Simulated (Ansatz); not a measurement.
System: C6H13, charge 0, multiplicity 2. It need not be the lowest isomer of its formula. SMILES: [CH2]CC(C)(C)C
Geometry from a B3LYP-D3(BJ)/def2-TZVP (Ansatz, a program for electronic structure) optimisation:
```xyz
19

C      1.9162     0.4091     0.9748
C      1.1664     0.3183    -0.3012
C     -0.3421    -0.0725    -0.1809
C     -1.0871     0.9704     0.6576
C     -0.4743    -1.4526     0.4699
C     -0.9360    -0.1134    -1.5919
H      1.9410     1.3265     1.5462
H      2.3926    -0.4595     1.4078
H      1.6387    -0.4216    -0.9560
H      1.2085     1.2796    -0.8241
H     -2.1505     0.7284     0.7178
H     -0.9948     1.9663     0.2174
H     -0.6942     1.0133     1.6747
H      0.0616    -2.2109    -0.1063
H     -0.0709    -1.4515     1.4838
H     -1.5228    -1.7537     0.5255
H     -0.8530     0.8594    -2.0821
H     -0.4210    -0.8487    -2.2145
H     -1.9941    -0.3834    -1.5601
```
Charge 0, spin multiplicity 2.

Computed values are from Ansatz. Cores are frozen in the correlated levels unless marked. Open shells are spin-unrestricted. No spin-orbit coupling. No relativistic terms. CBS(X,Y): correlation extrapolated as X^-3; Hartree-Fock from the larger set. [CCSD(T)-MP2]/basis is that difference in the basis named.

**Question.** What is the T1 diagnostic at CCSD/cc-pVTZ?

**Answer.** 0.010.

**Question.** What is the total energy at RI-MP2/CBS(cc-pVTZ,cc-pVQZ)+[CCSD(T)-MP2]/cc-pVTZ?

**Answer.** -236.0901 Eh.

**Question.** What is the atomisation energy De at RI-MP2/CBS(cc-pVTZ,cc-pVQZ)+[CCSD(T)-MP2]/cc-pVTZ?

**Answer.** 1783.8 kcal/mol.

**Question.** What is the dipole moment at CCSD(T)/aug-cc-pVDZ?

**Answer.** 0.25 D.
